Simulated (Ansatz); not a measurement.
Ansatz (an electronic-structure program) input file for C4H4F2O2, SMILES COC(=O)/C(F)=C/F, PBE-D3(BJ)/def2-SVP. 

Ansatz 0.2 input:
```yaml
crystal:
  periodic: [false, false, false]
  atoms:
    - {symbol: C, position_ang: [-0.16770595, -2.94604910, -0.00000000]}
    - {symbol: O, position_ang: [-0.60845418, -1.58710072, 0.00000000]}
    - {symbol: C, position_ang: [0.35470371, -0.66157353, -0.00000000]}
    - {symbol: O, position_ang: [1.54075592, -0.89875867, -0.00000000]}
    - {symbol: C, position_ang: [-0.20901860, 0.71355250, 0.00000000]}
    - {symbol: F, position_ang: [-1.53420254, 0.84804238, -0.00000000]}
    - {symbol: C, position_ang: [0.60767389, 1.77639602, -0.00000000]}
    - {symbol: F, position_ang: [0.14875554, 3.01814831, 0.00000000]}
    - {symbol: H, position_ang: [0.43962830, -3.15668017, 0.89290274]}
    - {symbol: H, position_ang: [0.43962830, -3.15668017, -0.89290274]}
    - {symbol: H, position_ang: [-1.07604878, -3.55963174, 0.00000000]}
    - {symbol: H, position_ang: [1.69348297, 1.67019549, 0.00000000]}
basis:
  gaussian:
    orbitals: def2-SVP
hamiltonian:
  xc: pbe
  dispersion: d3bj
relax: {f_tol: 0.002, max_steps: 200}
```

Output:

```
WARN ansatz: RAYON_NUM_THREADS=1 ignored (pool sized by the plan → 1); use --threads N
Functional definition: PBE
integrals: 0.08 GiB planned
1446 factors; their error is unknown
mean field: 0.41 GiB planned
mean field evaluation 1: about -13707.5724 eV, gradient 6.1e1 eV
mean field evaluation 2: about -13692.3078 eV, gradient 1.1e2 eV
mean field evaluation 4: about -13715.0116 eV, gradient 9.9e0 eV
mean field evaluation 8: about -13715.1962 eV, gradient 2.4e-1 eV
mean field evaluation 16: about -13715.1089 eV, gradient 2.0e-3 eV
mean field -13715.10886929 eV, -504.0209545118 hartree, gradient 3.1e-5 eV, S^2 0.000000; 0 other end points of the search recorded, 0 dependent functions left out
the calculation of the forces begins
reference -13715.10889903 eV, -504.0209556048 hartree; 31, 31 occupied and 101, 101 virtual orbitals, 1446 factors
relax step   1: F+E_penalty+E_count = -13715.34285278 eV  Δ(F+E_penalty+E_count) = +0.000e0 eV  max|allowed force component| = 9.823e-1 eV/Å  Δτ_max = 0.0000 Å  (34 SCF iters, accepted)
these checks for a lower state are left out or cut short: starts, cluster_reference, orbital_swaps, neighbouring_geometries, increment
integrals: 0.08 GiB planned
1446 factors; their error is unknown
mean field: 0.41 GiB planned
mean field -13715.12931372 eV, -504.0217058307 hartree, gradient 2.2e-5 eV, S^2 0.000000; 0 other end points of the search recorded, 0 dependent functions left out
the calculation of the forces begins
reference -13715.12934349 eV, -504.0217069246 hartree; 31, 31 occupied and 101, 101 virtual orbitals, 1446 factors
relax step   2: F+E_penalty+E_count = -13715.36275700 eV  Δ(F+E_penalty+E_count) = -1.990e-2 eV  max|allowed force component| = 2.463e-1 eV/Å  Δτ_max = 0.0113 Å  (35 SCF iters, accepted)
these checks for a lower state are left out or cut short: starts, cluster_reference, orbital_swaps, neighbouring_geometries, increment
integrals: 0.08 GiB planned
1446 factors; their error is unknown
mean field: 0.41 GiB planned
mean field evaluation 32: about -13715.2190 eV, gradient 1.1e-3 eV
mean field -13715.13149659 eV, -504.0217860495 hartree, gradient 2.3e-5 eV, S^2 0.000000; 0 other end points of the search recorded, 0 dependent functions left out
the calculation of the forces begins
reference -13715.13152634 eV, -504.0217871428 hartree; 31, 31 occupied and 101, 101 virtual orbitals, 1446 factors
relax step   3: F+E_penalty+E_count = -13715.36478166 eV  Δ(F+E_penalty+E_count) = -2.025e-3 eV  max|allowed force component| = 6.079e-2 eV/Å  Δτ_max = 0.0067 Å  (35 SCF iters, accepted)
these checks for a lower state are left out or cut short: starts, cluster_reference, orbital_swaps, neighbouring_geometries, increment
integrals: 0.08 GiB planned
1446 factors; their error is unknown
mean field: 0.41 GiB planned
mean field -13715.13156699 eV, -504.0217886366 hartree, gradient 1.7e-5 eV, S^2 0.000000; 0 other end points of the search recorded, 0 dependent functions left out
the calculation of the forces begins
reference -13715.13159672 eV, -504.0217897294 hartree; 31, 31 occupied and 101, 101 virtual orbitals, 1446 factors
relax step   4: F+E_penalty+E_count = -13715.36487375 eV  Δ(F+E_penalty+E_count) = -9.210e-5 eV  max|allowed force component| = 1.963e-2 eV/Å  Δτ_max = 0.0021 Å  (27 SCF iters, accepted)
these checks for a lower state are left out or cut short: starts, cluster_reference, orbital_swaps, neighbouring_geometries, increment
integrals: 0.08 GiB planned
1446 factors; their error is unknown
mean field: 0.41 GiB planned
mean field -13715.13155441 eV, -504.0217881744 hartree, gradient 1.1e-5 eV, S^2 0.000000; 0 other end points of the search recorded, 0 dependent functions left out
the calculation of the forces begins
reference -13715.13158413 eV, -504.0217892667 hartree; 31, 31 occupied and 101, 101 virtual orbitals, 1446 factors
relax step   5: F+E_penalty+E_count = -13715.36488994 eV  Δ(F+E_penalty+E_count) = -1.619e-5 eV  max|allowed force component| = 2.540e-3 eV/Å  Δτ_max = 0.0013 Å  (27 SCF iters, accepted)
these checks for a lower state are left out or cut short: starts, cluster_reference, orbital_swaps, neighbouring_geometries, increment
integrals: 0.08 GiB planned
1446 factors; their error is unknown
mean field: 0.41 GiB planned
mean field -13715.13155467 eV, -504.0217881841 hartree, gradient 3.8e-5 eV, S^2 0.000000; 0 other end points of the search recorded, 0 dependent functions left out
the calculation of the forces begins
reference -13715.13158439 eV, -504.0217892764 hartree; 31, 31 occupied and 101, 101 virtual orbitals, 1446 factors
relax step   6: F+E_penalty+E_count = -13715.36489043 eV  Δ(F+E_penalty+E_count) = -4.845e-7 eV  max|allowed force component| = 2.479e-3 eV/Å  Δτ_max = 0.0004 Å  (23 SCF iters, accepted)
these checks for a lower state are left out or cut short: starts, cluster_reference, orbital_swaps, neighbouring_geometries, increment
integrals: 0.08 GiB planned
1446 factors; their error is unknown
mean field: 0.41 GiB planned
mean field -13715.13154819 eV, -504.0217879459 hartree, gradient 1.1e-5 eV, S^2 0.000000; 0 other end points of the search recorded, 0 dependent functions left out
the calculation of the forces begins
reference -13715.13157791 eV, -504.0217890381 hartree; 31, 31 occupied and 101, 101 virtual orbitals, 1446 factors
relax step   7: F+E_penalty+E_count = -13715.36489070 eV  Δ(F+E_penalty+E_count) = -2.720e-7 eV  max|allowed force component| = 3.918e-4 eV/Å  Δτ_max = 0.0002 Å  (22 SCF iters, accepted)
integrals: 0.08 GiB planned
1446 factors; their error is unknown
mean field: 0.41 GiB planned
mean field evaluation 64: about -13715.1315 eV, gradient 2.0e-5 eV
mean field -13715.13154819 eV, -504.0217879459 hartree, gradient 2.0e-5 eV, S^2 0.000000; 1 other end points of the search recorded, 0 dependent functions left out
the calculation of the forces begins
reference -13715.13157791 eV, -504.0217890381 hartree; 31, 31 occupied and 101, 101 virtual orbitals, 1446 factors
Total energy: -13715.36492042 eV, -504.0303642173 hartree
Atom 0 at    -0.168020    -2.948974     0.000000 Å, force    -0.000181    -0.000349    -0.000000 eV/Å
Atom 1 at    -0.626942    -1.591240    -0.000000 Å, force     0.000024     0.000046    -0.000000 eV/Å
Atom 2 at     0.350259    -0.660445    -0.000000 Å, force    -0.000015    -0.000167    -0.000000 eV/Å
Atom 3 at     1.545828    -0.904623    -0.000000 Å, force    -0.000098     0.000267     0.000000 eV/Å
Atom 4 at    -0.217193     0.714301     0.000000 Å, force     0.000237     0.000131     0.000000 eV/Å
Atom 5 at    -1.547958     0.855765     0.000000 Å, force     0.000019    -0.000013     0.000000 eV/Å
Atom 6 at     0.611134     1.783836     0.000000 Å, force    -0.000019     0.000392    -0.000000 eV/Å
Atom 7 at     0.156342     3.033167     0.000000 Å, force    -0.000038    -0.000134     0.000000 eV/Å
Atom 8 at     0.448240    -3.156023     0.898069 Å, force    -0.000009     0.000034    -0.000016 eV/Å
Atom 9 at     0.448240    -3.156023    -0.898069 Å, force    -0.000009     0.000034     0.000016 eV/Å
Atom 10 at    -1.075747    -3.577385    -0.000000 Å, force     0.000088    -0.000059    -0.000000 eV/Å
Atom 11 at     1.705015     1.667503    -0.000000 Å, force     0.000002    -0.000180    -0.000000 eV/Å
Dipole moment:     0.011708    -0.285395    -0.000000 e Å
```

Self-consistency was reached.
